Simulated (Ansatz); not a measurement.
Species: CCl$_{2}$F, net charge 1, singlet state. 
Coordinates optimised at B3LYP-D3(BJ)/def2-TZVP (Ansatz, a first-principles code):
```
C
F 1 1.2690
Cl 1 1.6353 2 117.85
Cl 1 1.6353 2 117.85 3 180.00
```
Charge +1, spin multiplicity 1.

Basis-set convergence of Hartree-Fock and CCSD(T) correlation energies (hartree) with Ansatz. Correlated levels leave the core frozen unless marked. No spin-orbit coupling. No relativistic terms.

```tsv
basis	functions	E(HF)	E(corr, CCSD(T))
cc-pV(D+d)Z	74	-1055.95680	-0.63593
cc-pV(T+d)Z	138	(withheld)	(withheld)
```

Problem. Some entries are withheld; supply them.

Solution. 
- cc-pV(T+d)Z, E(HF): -1056.03967
- cc-pV(T+d)Z, E(corr, CCSD(T)): -0.83026
